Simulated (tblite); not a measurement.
A geometry optimisation, step by step.

Species: C₅H₁₃BNP.
Atom-mapped SMILES: `[CH3:1][C:2]([CH3:3])([CH3:4])[B@@H-:5]([PH3+:6])[C:7]#[N:8]` (hydrogens: H9, H10, H11 on C1; H12, H13, H14 on C3; H15, H16, H17 on C4; H18 on B5; H19, H20, H21 on P6)
Bond orders are those of one Lewis drawing.

Computed with GFN2-xTB (tblite), gas phase: L-BFGS steps from a force-field or distance-geometry start until the largest atomic force falls under 0.01 eV/Å. 4 of its 121 geometries are shown.

Step 0: E = -650.7418 eV, largest atomic force 1.877 eV/Å
```
atom  x, y, z in Å  |  force x, y, z in eV/Å
C1     -1.114   -0.773   -1.252   -0.770  -0.986  -0.570
C2     -0.557    0.014   -0.069   -0.275   0.180  -0.647
C3     -1.603   -0.041    1.013   -1.655  -0.135   0.111
C4     -0.387    1.457   -0.497   -0.355   1.703   0.704
B5      0.803   -0.699    0.348    0.484  -1.342   0.605
P6      2.338    0.175   -0.338   -0.140  -0.351   0.973
C7      0.944   -0.894    1.877    0.524   0.240   0.853
N8      1.060   -1.034    3.018   -0.101   0.043  -0.718
H9     -0.355   -1.522   -1.581   -0.975   0.742  -0.351
H10    -1.406   -0.081   -2.061    0.056  -0.772   0.136
H11    -2.024   -1.349   -0.921    0.850   0.481  -0.630
H12    -1.887   -1.109    1.145    0.304   0.788   0.603
H13    -1.327    0.467    1.950   -0.033  -0.515  -0.372
H14    -2.525    0.458    0.612    0.534  -0.285   0.479
H15    -0.736    1.651   -1.523    0.435   0.031   0.347
H16     0.655    1.817   -0.350   -0.553   0.107  -0.225
H17    -1.021    2.104    0.167    0.547  -0.319  -0.577
H18     0.827   -1.812   -0.117    0.321  -0.088   0.185
H19     3.373   -0.742   -0.608   -0.104   0.786   0.016
H20     2.836    1.032    0.686    0.185  -0.218  -1.140
H21     2.097    0.897   -1.500    0.722  -0.090   0.218
```

Step 40: E = -651.8691 eV, largest atomic force 0.315 eV/Å
```
atom  x, y, z in Å  |  force x, y, z in eV/Å
C1     -1.305   -0.555   -1.393    0.050  -0.138  -0.120
C2     -0.670   -0.025   -0.107    0.029  -0.031   0.039
C3     -1.694   -0.212    1.025   -0.061   0.045  -0.037
C4     -0.379    1.467   -0.307   -0.015   0.099   0.051
B5      0.693   -0.856    0.301    0.021  -0.027   0.127
P6      2.348   -0.100   -0.381    0.005   0.032  -0.089
C7      1.108   -0.556    1.779   -0.100   0.029  -0.128
N8      1.420   -0.244    2.840    0.056  -0.048   0.149
H9     -0.617   -0.432   -2.231   -0.050  -0.050  -0.012
H10    -2.226   -0.009   -1.617    0.127  -0.123   0.004
H11    -1.534   -1.618   -1.294   -0.049   0.158  -0.046
H12    -1.744   -1.260    1.317    0.001   0.063   0.036
H13    -1.441    0.384    1.899    0.102  -0.082  -0.012
H14    -2.685    0.088    0.691   -0.073   0.067  -0.005
H15     0.053    1.639   -1.305   -0.010  -0.001   0.315
H16     0.326    1.809    0.458   -0.143   0.127  -0.100
H17    -1.295    2.062   -0.223    0.181  -0.091  -0.069
H18     0.662   -2.020    0.060    0.105   0.039  -0.017
H19     3.474   -0.745    0.087   -0.014  -0.115   0.053
H20     2.698    1.149    0.086   -0.079   0.040  -0.040
H21     2.799    0.051   -1.686   -0.083   0.007  -0.101
```

Step 80: E = -651.9894 eV, largest atomic force 0.076 eV/Å
```
atom  x, y, z in Å  |  force x, y, z in eV/Å
C1     -1.182   -0.580   -1.379   -0.001  -0.003  -0.028
C2     -0.651   -0.026   -0.052   -0.037   0.004  -0.011
C3     -1.746   -0.190    1.010   -0.004   0.000  -0.003
C4     -0.372    1.470   -0.240   -0.006   0.004   0.011
B5      0.712   -0.828    0.414    0.017   0.013  -0.036
P6      2.266   -0.083   -0.465    0.011  -0.005  -0.024
C7      1.134   -0.549    1.884    0.014  -0.018   0.072
N8      1.457   -0.363    2.971   -0.010   0.032  -0.037
H9     -0.430   -0.490   -2.166    0.005  -0.010   0.017
H10    -2.072   -0.035   -1.695    0.035  -0.008  -0.001
H11    -1.448   -1.631   -1.280    0.027   0.019   0.003
H12    -1.961   -1.244    1.173    0.008   0.015   0.004
H13    -1.433    0.242    1.958    0.003  -0.012  -0.023
H14    -2.666    0.301    0.693    0.003   0.005   0.008
H15     0.347    1.627   -1.052   -0.016   0.007  -0.007
H16     0.038    1.901    0.672    0.008   0.020   0.026
H17    -1.282    2.012   -0.495   -0.013  -0.014   0.021
H18     0.720   -1.996    0.183   -0.016  -0.030  -0.001
H19     3.459   -0.712   -0.160   -0.017  -0.014  -0.007
H20     2.657    1.199   -0.136    0.002   0.000  -0.005
H21     2.443   -0.006   -1.839   -0.013  -0.005   0.021
```

Step 120: E = -652.0057 eV, largest atomic force 0.009 eV/Å
```
atom  x, y, z in Å  |  force x, y, z in eV/Å
C1     -1.075   -0.514   -1.404   -0.002   0.004  -0.004
C2     -0.648   -0.012   -0.020    0.006   0.003  -0.004
C3     -1.790   -0.269    0.969    0.000   0.001  -0.001
C4     -0.413    1.500   -0.110    0.002   0.002   0.004
B5      0.710   -0.798    0.482   -0.001  -0.004  -0.003
P6      2.232   -0.200   -0.546    0.000  -0.005  -0.001
C7      1.180   -0.365    1.899   -0.009   0.002  -0.001
N8      1.525   -0.033    2.943    0.003   0.000   0.000
H9     -0.281   -0.350   -2.136   -0.001  -0.005   0.001
H10    -1.964    0.013   -1.748   -0.004  -0.003  -0.004
H11    -1.298   -1.578   -1.377    0.000   0.003   0.004
H12    -1.988   -1.335    1.055   -0.001  -0.007  -0.001
H13    -1.531    0.106    1.955    0.001   0.003   0.006
H14    -2.705    0.224    0.641    0.000   0.002  -0.002
H15     0.327    1.729   -0.885   -0.001  -0.003  -0.001
H16    -0.050    1.891    0.839    0.001  -0.001   0.005
H17    -1.334    2.023   -0.365   -0.004   0.001   0.000
H18     0.671   -1.985    0.373    0.003   0.002  -0.001
H19     3.413   -0.870   -0.283    0.002   0.003   0.004
H20     2.708    1.080   -0.353    0.004   0.005   0.002
H21     2.302   -0.238   -1.928   -0.001  -0.004  -0.006
```

**Question.** Summarise the path.

**Answer.** The energy falls by 1.2639 eV from step 0 to step 120; nine tenths of that is first reached at step 42. It rises by more than 0.2 meV at step 2. The largest force goes from 1.877 to 0.009 eV/Å. Among the bonds C2–B5 changes most, from 1.592 to 1.647 Å; the atoms move by 0.763 Å rms after alignment.

**Question.** Follow the three bonds and two angles with the largest change from start to end.

**Answer.** 
| step | E above end (eV) | largest force (eV/Å) | C2–B5 (Å) | P6–H20 (Å) | C1–H11 (Å) | H20–P6–H21 (°) | B5–P6–H20 (°) |
| --- | --- | --- | --- | --- | --- | --- | --- |
| 0 | 1.2639 | 1.877 | 1.592 | 1.425 | 1.127 | 110.4 | 107.5 |
| 5 | 0.6493 | 1.319 | 1.655 | 1.376 | 1.088 | 101.8 | 115.9 |
| 10 | 0.5349 | 0.384 | 1.674 | 1.381 | 1.087 | 97.9 | 119.8 |
| 16 | 0.4788 | 0.365 | 1.666 | 1.385 | 1.086 | 97.6 | 121.3 |
| 21 | 0.4365 | 0.599 | 1.659 | 1.389 | 1.090 | 98.3 | 121.5 |
| 26 | 0.3090 | 0.745 | 1.660 | 1.383 | 1.093 | 99.6 | 120.7 |
| 31 | 0.2346 | 0.252 | 1.650 | 1.387 | 1.091 | 98.7 | 119.6 |
| 37 | 0.1649 | 0.306 | 1.651 | 1.381 | 1.090 | 97.6 | 118.5 |
| 42 | 0.1213 | 0.189 | 1.649 | 1.378 | 1.085 | 98.1 | 115.9 |
| 47 | 0.0854 | 0.262 | 1.638 | 1.378 | 1.087 | 98.5 | 113.3 |
| 52 | 0.0532 | 0.225 | 1.649 | 1.375 | 1.089 | 98.1 | 115.8 |
| 57 | 0.0382 | 0.103 | 1.643 | 1.381 | 1.086 | 98.7 | 117.5 |
| 63 | 0.0254 | 0.121 | 1.648 | 1.379 | 1.088 | 98.6 | 118.9 |
| 68 | 0.0221 | 0.085 | 1.649 | 1.380 | 1.088 | 98.4 | 119.2 |
| 73 | 0.0199 | 0.099 | 1.651 | 1.381 | 1.087 | 98.8 | 118.7 |
| 78 | 0.0171 | 0.072 | 1.650 | 1.380 | 1.088 | 98.8 | 118.4 |
| 83 | 0.0149 | 0.056 | 1.648 | 1.380 | 1.087 | 98.3 | 118.9 |
| 89 | 0.0097 | 0.074 | 1.648 | 1.380 | 1.088 | 98.3 | 118.5 |
| 94 | 0.0068 | 0.036 | 1.648 | 1.379 | 1.088 | 98.7 | 117.8 |
| 99 | 0.0054 | 0.046 | 1.649 | 1.379 | 1.088 | 98.6 | 117.5 |
| 104 | 0.0031 | 0.056 | 1.650 | 1.380 | 1.088 | 98.9 | 117.9 |
| 110 | 0.0008 | 0.024 | 1.648 | 1.379 | 1.087 | 98.6 | 118.5 |
| 115 | 0.0003 | 0.026 | 1.647 | 1.380 | 1.087 | 98.5 | 118.7 |
| 120 | 0.0000 | 0.009 | 1.647 | 1.380 | 1.087 | 98.5 | 119.0 |

The cost below is that of the whole relaxation. Hardware: an Intel Xeon at 2.50 GHz with one thread, no GPU, on a shared host. Cost: 3.1 s.
